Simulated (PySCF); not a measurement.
Correlation energy of Pt(2+) (platinum, charge +2)

[Xe] 4f14 5d7 6p1, one real determinant (an excited configuration). All numbers are calculated (PySCF 2.14, a scalar-relativistic core potential, in aug-cc-pVTZ-PP with ECP60MDF). Frozen: 5s2 5p6; 8 electrons correlated.

```tsv
level	correlation energy (mhartree)
CCSD	-178.19
(T)	-5.90
CCSD(T)	-184.09
```

Diagnostics: T1 = 0.010, D1 = 0.0306, largest double amplitude 0.052.

The real determinant used has ⟨L²⟩ near 14 against 20 for a pure G term, so it mixes terms. Spin-orbit coupling, absent here, splits the open shell strongly.

Cost of the coupled-cluster step: about 50 core-seconds, for 8 correlated electrons.

Iterations:

```
CC2 = 0
CCSD nocc = (np.int64(6), np.int64(2)), nmo = (84, 84)
frozen orbitals [[0, 1, 2, 3], [0, 1, 2, 3]]
max_cycle = 100
direct = 0
conv_tol = 1e-08
conv_tol_normt = 1e-06
diis_space = 8
diis_start_cycle = 0
Init t2, MP2 energy = -0.173668091149011
Init E_corr(UCCSD) = -0.173668091155821
cycle = 1  E_corr(UCCSD) = -0.174881435406114  dE = -0.00121334425  norm(t1,t2) = 0.0337468
cycle = 2  E_corr(UCCSD) = -0.176399522188159  dE = -0.00151808678  norm(t1,t2) = 0.0179332
cycle = 3  E_corr(UCCSD) = -0.177863306362388  dE = -0.00146378417  norm(t1,t2) = 0.0119135
cycle = 4  E_corr(UCCSD) = -0.17803098099774  dE = -0.000167674635  norm(t1,t2) = 0.00496797
cycle = 5  E_corr(UCCSD) = -0.178098680426686  dE = -6.76994289e-05  norm(t1,t2) = 0.00271177
cycle = 6  E_corr(UCCSD) = -0.178166482156344  dE = -6.78017297e-05  norm(t1,t2) = 0.0019603
cycle = 7  E_corr(UCCSD) = -0.178159322552576  dE = 7.15960377e-06  norm(t1,t2) = 0.0012342
cycle = 8  E_corr(UCCSD) = -0.178178127181806  dE = -1.88046292e-05  norm(t1,t2) = 0.000802195
cycle = 9  E_corr(UCCSD) = -0.178182787456795  dE = -4.66027499e-06  norm(t1,t2) = 0.000493449
cycle = 10  E_corr(UCCSD) = -0.178181481573484  dE = 1.30588331e-06  norm(t1,t2) = 0.000323855
cycle = 11  E_corr(UCCSD) = -0.178185488166013  dE = -4.00659253e-06  norm(t1,t2) = 0.000189067
cycle = 12  E_corr(UCCSD) = -0.17818587562559  dE = -3.87459577e-07  norm(t1,t2) = 0.00012784
cycle = 13  E_corr(UCCSD) = -0.178184813318633  dE = 1.06230696e-06  norm(t1,t2) = 8.25916e-05
cycle = 14  E_corr(UCCSD) = -0.178184065454982  dE = 7.4786365e-07  norm(t1,t2) = 5.61387e-05
cycle = 15  E_corr(UCCSD) = -0.178184794627247  dE = -7.29172264e-07  norm(t1,t2) = 3.00365e-05
cycle = 16  E_corr(UCCSD) = -0.178185447323524  dE = -6.52696277e-07  norm(t1,t2) = 1.47221e-05
cycle = 17  E_corr(UCCSD) = -0.1781856223562  dE = -1.75032675e-07  norm(t1,t2) = 9.01615e-06
cycle = 18  E_corr(UCCSD) = -0.17818560744939  dE = 1.49068093e-08  norm(t1,t2) = 6.44781e-06
cycle = 19  E_corr(UCCSD) = -0.178185548269307  dE = 5.91800835e-08  norm(t1,t2) = 4.32571e-06
cycle = 20  E_corr(UCCSD) = -0.178185538070953  dE = 1.01983536e-08  norm(t1,t2) = 2.69147e-06
cycle = 21  E_corr(UCCSD) = -0.17818552094408  dE = 1.71268735e-08  norm(t1,t2) = 1.38098e-06
cycle = 22  E_corr(UCCSD) = -0.17818551141062  dE = 9.5334598e-09  norm(t1,t2) = 6.57154e-07
UCCSD converged
E(UCCSD) = -117.4141811657995  E_corr = -0.1781855114106199
UCCSD(T) correction = -0.0058978405893782
```

The reference is one real determinant that mixes LS terms of this configuration.
